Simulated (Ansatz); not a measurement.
Cost and result up the ladder for the cluster Hg₃Te₃ (the lowest singlet isomer of a short search) (6 atoms). Charge 0, multiplicity 1. Geometry: B3LYP-D4/def2-SVP.

```xyz
6

Hg   -1.6782   -0.9943   -0.4380
Hg    1.3904   -0.8477    1.1593
Hg    0.2879    1.8417   -0.7219
Te   -0.4474   -2.8622    1.1218
Te    2.6079    1.5451    0.6805
Te   -2.1607    1.3175   -1.8018
```

Ansatz on 4 threads of AMD EPYC 7R43 on a shared host. Times are rough, and most runs start from the orbitals of an earlier one. ωB97M-V/def2-TZVP serves as the yardstick here, not as an exact answer. Differences are given only for rows in sets of like size (and for xTB, whose basis is part of the method), since another set adds its own error. Binding counts from free atoms at the same level (Hg singlet, Te triplet; other spins of the atoms weren't run), without zero-point energy or a counterpoise term.

In the def2 sets Hg, Te take a core potential; there is no spin–orbit coupling. Correlated methods freeze 12 core orbitals; core or outer-core shells of Hg, Te are correlated, in sets that lack core-valence functions. The structure comes from a short search, and lower isomers may exist.

Correlated methods converge slowly with the basis.

| level | functions | wall time |
| --- | --- | --- |
| PBE-D4/def2-SVP | 174 | 2.8 s |
| PBE-D4/def2-TZVP | 279 | 5.5 s |
| PBE0-D4/def2-SVP | 174 | 6 s |
| PBE-D4/def2-TZVPD | 315 | 7 s |
| r2SCAN-D4/def2-TZVP | 279 | 11 s |
| MP2/def2-TZVP | 279 | 14 s |
| PBE0-D4/def2-TZVP (with forces) | 279 | 16 s |
| PBE0-D4/def2-TZVPD | 315 | 16 s |
| BHLYP-D4/def2-TZVP | 279 | 18 s |
| RPA@PBE/def2-TZVP | 279 | 21 s |
| ωB97X-V/def2-TZVP | 279 | 24 s |
| ωB97M-V/def2-TZVP | 279 | 29 s |

Question: Estimate what each level gives for the binding energy per atom (eV).

Answer: 
```csv
level,binding energy per atom (eV),difference from ωB97M-V/def2-TZVP (eV)
PBE-D4/def2-SVP,1.16,–
PBE-D4/def2-TZVP,1.28,0.11
PBE0-D4/def2-SVP,1.10,–
PBE-D4/def2-TZVPD,1.28,0.11
r2SCAN-D4/def2-TZVP,1.23,0.06
MP2/def2-TZVP,1.15,-0.02
PBE0-D4/def2-TZVP (with forces),1.24,0.07
PBE0-D4/def2-TZVPD,1.24,0.07
BHLYP-D4/def2-TZVP,1.11,-0.06
RPA@PBE/def2-TZVP,0.91,-0.26
ωB97X-V/def2-TZVP,1.23,0.06
ωB97M-V/def2-TZVP,1.17,0.00
```
